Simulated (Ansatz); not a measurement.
Clusters of 5 atoms, capped: PBE0-D4/def2-TZVPD single points in Ansatz on relaxed structures, gas phase. Each cluster is the lowest isomer that a short search found in that spin, judged at the geometry's level, and lower ones may exist. Core potentials for Pt, no spin–orbit coupling. HOMO and LUMO are taken over both spins. Binding counts from free atoms in the multiplicity of their measured ground term, without zero-point energy. Singlets are spin-restricted. A dash marks a value that wasn't run or was left out as unsound. The structures are stationary points that may keep the symmetry of their start. Remarks come from the PBE and PBE0 runs and from stability tests at other levels; not every state was tested. A HOMO above zero means that the electron is unbound at that level and held by the basis, or that self-interaction error raises the level; the energy of removing that electron tells which.

```json
{"species": "Ga2H3", "atoms": "5", "state": "doublet", "geometry": "r2SCAN-D4/def2-TZVP", "HOMO (eV)": "-5.03", "LUMO (eV)": "-2.53", "gap (eV)": "2.50", "binding per atom (eV)": "1.86", "lowest of the spins relaxed": "–", "point group (within 0.1 Å)": "Cs", "remarks": "–"}
{"species": "B3H2", "atoms": "5", "state": "doublet", "geometry": "r2SCAN-D4/def2-TZVP", "HOMO (eV)": "-7.28", "LUMO (eV)": "-4.51", "gap (eV)": "2.77", "binding per atom (eV)": "3.41", "lowest of the spins relaxed": "–", "point group (within 0.1 Å)": "C2v", "remarks": "–"}
{"species": "Si3H2⁻", "atoms": "5", "state": "doublet", "geometry": "B3LYP-D4/def2-TZVPD", "HOMO (eV)": "-0.32", "LUMO (eV)": "–", "gap (eV)": "–", "binding per atom (eV)": "–", "lowest of the spins relaxed": "doublet, of doublet/quartet", "point group (within 0.1 Å)": "–", "remarks": "HOMO above zero at PBE or PBE0, HOMO above zero (quartet)"}
{"species": "Pt2H3⁻", "atoms": "5", "state": "singlet", "geometry": "r2SCAN-D4/def2-TZVPD", "HOMO (eV)": "-1.26", "LUMO (eV)": "–", "gap (eV)": "–", "binding per atom (eV)": "–", "lowest of the spins relaxed": "singlet, of singlet/triplet/quintet", "point group (within 0.1 Å)": "Cs", "remarks": "HOMO above zero at PBE or PBE0, HOMO above zero (triplet), HOMO above zero (quintet)"}
{"species": "Al4H", "atoms": "5", "state": "doublet", "geometry": "PBE0-D4/def2-SVP", "HOMO (eV)": "-4.98", "LUMO (eV)": "-3.25", "gap (eV)": "1.73", "binding per atom (eV)": "1.81", "lowest of the spins relaxed": "–", "point group (within 0.1 Å)": "C2v", "remarks": "–"}
```

(1) Estimate the rows for Si2H3⁻ (singlet, PBE0-D4/def2-TZVPD geometry); B2H3 (doublet, B3LYP-D4/def2-TZVP geometry).

(1) 
```csv
species,atoms,state,geometry,HOMO (eV),LUMO (eV),gap (eV),binding per atom (eV),lowest of the spins relaxed,point group (within 0.1 Å),remarks
Si2H3⁻,5,singlet,PBE0-D4/def2-TZVPD,-0.40,–,–,–,"singlet, of singlet/triplet/quintet",Cs,"HOMO above zero at PBE or PBE0, HOMO above zero (triplet), HOMO above zero (quintet)"
B2H3,5,doublet,B3LYP-D4/def2-TZVP,-6.55,-2.89,3.66,3.19,–,C2v,–
```

The gap (eV) runs from 1.73 (Al4H) to 3.66 (B2H3).
